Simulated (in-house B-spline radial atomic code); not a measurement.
RPA and G0W0 on PBE0: Pd5+

Configuration [Kr] 4d5, highest spin, mean-field start PBE0. Computed with a B-spline radial code for spherical atoms: all electrons, scalar-relativistic (spin-free one-electron X2C), finite nucleus, each spin shell either full or empty, empty states to l = 9 with an (l + 1/2)⁻⁴ tail; G0W0 by contour deformation at full frequency.

Command:
```bash
python run_gw.py task.json out
```
Settings (radii: box in bohr, nucleus in fm):
```
Z                        46
electrons                41
configuration            [Kr] 4d5
hamiltonian              x2c
method                   pbe0
lmax                     9
rms_radius               4.5318
spin_polarised           True
box_radius               10.43
intervals                67
```

Run time, properties included: 6.3 s on 1 thread of Arm Neoverse N1 (shared host).

Energies (hartree):

```csv
term,value
mean-field total,-5038.69589
Hartree-Fock functional on these orbitals,-5036.82764
direct second order,-3.4348
second-order exchange,0.99111
SOSEX correction,0.93351
```

Problem. What is the RPA correlation energy, and what remains with SOSEX?

Solution. RPA gives -3.0853 hartree (-2.05 eV per electron); RPA + SOSEX gives -2.1517, and the second-order doubles -2.4437 hartree (no singles). SOSEX takes back 30 % of the RPA value.

Quasi-particle levels (eV):

| level | occupied | mean field | Σx - vxc | Σc | QP weight | G0W0 |
| --- | --- | --- | --- | --- | --- | --- |
| 4d up | yes | -78.48 | -6.44 | ? | ? | ? |
| 4p down | yes | -125.94 | -6.92 | -0.20 | 0.950 | -133.05 |
| 4d down | no | -68.59 | 8.95 | -3.73 | 0.963 | -63.37 |

G0W0 = mean field + (Σx - vxc) + Σc, with Σc (partial-wave tail included) taken at the quasi-particle energy. Only the outer levels were computed. Levels of low weight are left out.

Problem. Where does G0W0 put 4d up?

Solution. At -85.09 eV, with Σc = -0.17 eV and a quasi-particle weight of 0.962. The tabulated removal energy is 84.1 ± 2 eV (NIST, tabulated theory); the calculation leaves out spin-orbit coupling, Breit and QED terms, and what these don't explain is the method's own error.
